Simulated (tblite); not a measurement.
Record of a relaxation.

C5H4FNO3.
Atom-mapped SMILES: `[CH3:1][O:2][C:3](=[O:4])[C@@:5]1([C:6]#[N:7])[O:8][C@H:9]1[F:10]` (hydrogens: H11, H12, H13 on C1; H14 on C9)

Computed with GFN2-xTB (tblite), gas phase: L-BFGS steps from a force-field or distance-geometry start until the largest atomic force falls under 0.01 eV/Å. 8 of its 50 geometries are shown.

Step 0: E = -884.3746 eV, largest atomic force 4.854 eV/Å
```
atom  x, y, z in Å  |  force x, y, z in eV/Å
C1      2.530   -0.034    0.342    0.755   0.231  -0.330
O2      1.243   -0.517   -0.004   -1.877   0.935  -0.126
C3      0.231    0.413   -0.137    3.093   3.625   0.926
O4      0.471    1.645    0.017   -0.755  -3.696  -0.433
C5     -1.142   -0.031   -0.478   -0.501   1.191   0.477
C6     -2.004    1.009   -1.067   -0.799   1.334  -1.015
N7     -2.680    1.830   -1.539    1.601  -2.054   1.210
O8     -1.310   -1.336   -0.808   -0.849  -1.777   0.578
C9     -1.862   -1.022    0.430    0.628   1.193  -1.136
F10    -1.214   -1.341    1.577   -0.756  -0.221  -0.837
H11     2.584    0.369    1.378   -0.228  -0.267  -0.673
H12     3.251   -0.869    0.212   -0.690   0.249   0.265
H13     2.860    0.746   -0.378   -0.374  -0.137   0.465
H14    -2.960   -0.862    0.431    0.751  -0.607   0.629
```

Step 7: E = -884.9727 eV, largest atomic force 0.364 eV/Å
```
atom  x, y, z in Å  |  force x, y, z in eV/Å
C1      2.517   -0.033    0.315    0.011   0.017   0.038
O2      1.194   -0.475    0.002   -0.055   0.026  -0.070
C3      0.292    0.484   -0.119   -0.016  -0.232  -0.029
O4      0.498    1.654    0.026    0.084   0.350   0.053
C5     -1.107   -0.011   -0.479    0.003   0.004   0.081
C6     -1.945    0.984   -1.094    0.067   0.054  -0.148
N7     -2.647    1.780   -1.512    0.028  -0.027  -0.064
O8     -1.338   -1.374   -0.786    0.161   0.136  -0.073
C9     -1.846   -0.949    0.397   -0.014  -0.211   0.042
F10    -1.266   -1.376    1.523    0.176  -0.139   0.157
H11     2.556    0.351    1.334   -0.084   0.038   0.089
H12     3.186   -0.885    0.227   -0.164  -0.110  -0.082
H13     2.829    0.763   -0.363   -0.071   0.001  -0.057
H14    -2.924   -0.915    0.507   -0.126   0.093   0.063
```

Step 14: E = -885.0056 eV, largest atomic force 0.221 eV/Å
```
atom  x, y, z in Å  |  force x, y, z in eV/Å
C1      2.494   -0.035    0.316   -0.036  -0.041  -0.048
O2      1.173   -0.455   -0.011   -0.110  -0.024   0.062
C3      0.286    0.515   -0.105   -0.025  -0.125  -0.033
O4      0.512    1.683    0.035   -0.007   0.211   0.065
C5     -1.110    0.010   -0.441    0.055  -0.020  -0.135
C6     -1.927    0.989   -1.110   -0.115   0.014   0.068
N7     -2.623    1.770   -1.567    0.080  -0.040  -0.081
O8     -1.302   -1.355   -0.778   -0.002   0.125  -0.093
C9     -1.823   -0.971    0.412    0.044   0.055   0.036
F10    -1.227   -1.429    1.520    0.071  -0.015   0.102
H11     2.523    0.349    1.338    0.023  -0.056  -0.048
H12     3.116   -0.917    0.205    0.048   0.004   0.052
H13     2.807    0.755   -0.369    0.048   0.011   0.009
H14    -2.900   -0.910    0.534   -0.073  -0.098   0.043
```

Step 21: E = -885.0231 eV, largest atomic force 0.139 eV/Å
```
atom  x, y, z in Å  |  force x, y, z in eV/Å
C1      2.475   -0.054    0.309   -0.026   0.015   0.026
O2      1.139   -0.436   -0.001   -0.001  -0.004  -0.058
C3      0.272    0.552   -0.095   -0.065  -0.065   0.104
O4      0.502    1.718    0.064    0.012  -0.002  -0.015
C5     -1.127    0.042   -0.424    0.001  -0.010  -0.046
C6     -1.951    1.003   -1.108    0.020   0.018  -0.023
N7     -2.597    1.766   -1.659   -0.024  -0.007   0.011
O8     -1.292   -1.317   -0.790    0.016  -0.031   0.067
C9     -1.794   -0.980    0.424   -0.022   0.105   0.014
F10    -1.164   -1.441    1.518    0.042   0.034  -0.098
H11     2.517    0.322    1.331    0.045   0.023   0.047
H12     3.089   -0.945    0.207   -0.056   0.003  -0.033
H13     2.804    0.734   -0.372    0.035  -0.024   0.002
H14    -2.872   -0.965    0.574    0.023  -0.055   0.002
```

Step 28: E = -885.0282 eV, largest atomic force 0.062 eV/Å
```
atom  x, y, z in Å  |  force x, y, z in eV/Å
C1      2.468   -0.058    0.313    0.008  -0.013  -0.001
O2      1.129   -0.430    0.000    0.002   0.019  -0.014
C3      0.262    0.558   -0.084   -0.020   0.016   0.023
O4      0.494    1.723    0.081    0.002   0.010   0.010
C5     -1.135    0.051   -0.428   -0.007  -0.011  -0.010
C6     -1.953    1.010   -1.122   -0.016  -0.003  -0.006
N7     -2.600    1.765   -1.682   -0.007  -0.005   0.015
O8     -1.289   -1.309   -0.789   -0.001  -0.030  -0.001
C9     -1.788   -0.972    0.427    0.021  -0.002  -0.019
F10    -1.125   -1.424    1.505   -0.019   0.032  -0.007
H11     2.525    0.317    1.336   -0.010  -0.004   0.002
H12     3.064   -0.958    0.200    0.004  -0.030   0.006
H13     2.812    0.722   -0.370   -0.016   0.004   0.000
H14    -2.864   -0.996    0.590    0.059   0.018   0.000
```

Step 35: E = -885.0298 eV, largest atomic force 0.041 eV/Å
```
atom  x, y, z in Å  |  force x, y, z in eV/Å
C1      2.464   -0.064    0.314   -0.003   0.000  -0.004
O2      1.124   -0.424   -0.005    0.003   0.002   0.000
C3      0.257    0.565   -0.081    0.005   0.018  -0.036
O4      0.484    1.728    0.099    0.001  -0.013   0.012
C5     -1.133    0.051   -0.442   -0.009   0.015   0.028
C6     -1.960    1.005   -1.130    0.015  -0.005  -0.007
N7     -2.611    1.764   -1.680   -0.019  -0.005   0.002
O8     -1.278   -1.313   -0.792   -0.005  -0.001   0.021
C9     -1.776   -0.970    0.423   -0.001   0.005   0.007
F10    -1.108   -1.402    1.506   -0.006   0.004  -0.015
H11     2.523    0.309    1.338   -0.017  -0.016  -0.002
H12     3.051   -0.971    0.201    0.006   0.007   0.006
H13     2.813    0.715   -0.367    0.013  -0.005   0.001
H14    -2.850   -0.995    0.593    0.017  -0.007  -0.014
```

Step 42: E = -885.0305 eV, largest atomic force 0.029 eV/Å
```
atom  x, y, z in Å  |  force x, y, z in eV/Å
C1      2.462   -0.068    0.313    0.000  -0.001   0.003
O2      1.123   -0.420   -0.019    0.015  -0.006  -0.012
C3      0.257    0.571   -0.084    0.018  -0.002  -0.012
O4      0.485    1.732    0.111   -0.003  -0.007   0.001
C5     -1.133    0.057   -0.444    0.009   0.004   0.006
C6     -1.964    1.003   -1.135   -0.017  -0.002   0.020
N7     -2.627    1.756   -1.680   -0.003  -0.004  -0.010
O8     -1.271   -1.310   -0.788    0.019   0.003  -0.006
C9     -1.769   -0.964    0.425   -0.011  -0.010  -0.016
F10    -1.099   -1.390    1.510   -0.006   0.010  -0.010
H11     2.508    0.298    1.340    0.004   0.009  -0.007
H12     3.048   -0.977    0.204   -0.014  -0.001  -0.001
H13     2.823    0.710   -0.363    0.004   0.001   0.019
H14    -2.842   -0.998    0.589   -0.016   0.004   0.024
```

Step 49: E = -885.0309 eV, largest atomic force 0.009 eV/Å
```
atom  x, y, z in Å  |  force x, y, z in eV/Å
C1      2.461   -0.070    0.312    0.001   0.001   0.001
O2      1.125   -0.418   -0.032    0.006   0.000  -0.001
C3      0.259    0.574   -0.087    0.007  -0.001   0.004
O4      0.488    1.732    0.117   -0.006   0.004   0.000
C5     -1.132    0.060   -0.444    0.006  -0.001  -0.004
C6     -1.970    1.002   -1.134    0.000  -0.002  -0.002
N7     -2.638    1.749   -1.681   -0.006   0.003  -0.004
O8     -1.266   -1.308   -0.788   -0.007   0.000  -0.004
C9     -1.767   -0.962    0.424    0.000  -0.002   0.001
F10    -1.097   -1.383    1.510    0.006  -0.006   0.003
H11     2.500    0.294    1.340    0.001  -0.003  -0.001
H12     3.044   -0.981    0.207   -0.002   0.003   0.002
H13     2.832    0.709   -0.356    0.002  -0.002   0.003
H14    -2.840   -0.998    0.591   -0.006   0.006   0.004
```

Question: Summarise the path.

Answer: The energy falls by 63.32 kJ/mol from step 0 to step 49; nine tenths of that is first reached at step 7. It falls at every step. The largest force goes from 4.854 to 0.009 eV/Å. Among the bonds C3=O4 changes most, from 1.264 to 1.199 Å; the atoms move by 0.144 Å rms after alignment.

The cost below is that of the whole relaxation. The run took 0.23 s wall on an Arm Neoverse V2 with one thread, no GPU, shared host with 96 logical CPUs at a one-minute load of 20.
